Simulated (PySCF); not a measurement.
## Zinc: a sound run and one with changed settings

Sound run: Zn⁺ [Ar] 3d10 4s1, Zn²⁺ [Ar] 3d10. Computed with PySCF 2.14 in cc-pVDZ-PP with ECP10MDF, with scalar relativity through the core potential. The sound run starts from symmetry-adapted Hartree-Fock orbitals and uses a fine grid where one is needed.

Changed run: initial guess minao, at most 3 SCF cycles. This setting is unsound on purpose.

```
species  method  sound run (hartree)  changed run (hartree)  converged
    Zn⁺     UHF           -225.66168             -225.66150         no
    Zn⁺    TPSS           -226.68313             -226.68222         no
    Zn⁺     PBE           -226.75027             -226.74930         no
   Zn²⁺     UHF           -225.04577             -225.04573         no
   Zn²⁺    TPSS           -226.01629             -226.01433         no
   Zn²⁺     PBE           -226.07127             -226.06925         no
```

The SCF was stopped early; the energies are upper bounds that still move, and correlated levels were skipped or rest on poor orbitals.
